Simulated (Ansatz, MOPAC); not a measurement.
System: AsH2, net charge 0, doublet state. SMILES: [AsH2]
Geometry: optimised at B3LYP-D3(BJ)/def2-TZVP (Ansatz, a program for electronic structure).

Wanted: vertical ionisation energy to the singlet, in eV. Terms: non-relativistic; each state is the SCF solution reached for its charge and spin; spin-orbit terms left out; six Cartesian d functions in 6-31G* and its kin unless marked 5d; dispersion terms only where a functional's name holds one; open shells spin-unrestricted. First-principles rows: single points at B3LYP-D3(BJ) geometries (Ansatz). Semi-empirical rows: differences of heats of formation at the shared geometry for vertical values.

```csv
species,coefficient,"E at PBE/6-31G* (Ansatz), Eh","E at B3LYP/def2-TZVPD (Ansatz), Eh","heat of formation at PM3 (MOPAC), kcal/mol"
"charge 1, singlet",+1,-2236.06182,-2236.73516,251.87
"charge 0, doublet",-1,-2236.40825,-2237.08397,33.30
```

 1 Eh = 27.2114 eV and 1 eV = 23.0605 kcal/mol.

**Question.** Compute it at each level from the table.

**Answer.** 
- PBE/6-31G*: the sum of coefficient times E is 0.34643 Eh, or 9.427 eV. Result: 9.43 eV.
- B3LYP/def2-TZVPD: the sum of coefficient times E is 0.34881 Eh, or 9.492 eV. Result: 9.49 eV.
- PM3: the sum of coefficient times heat of formation is 218.57 kcal/mol, or 9.48 eV.
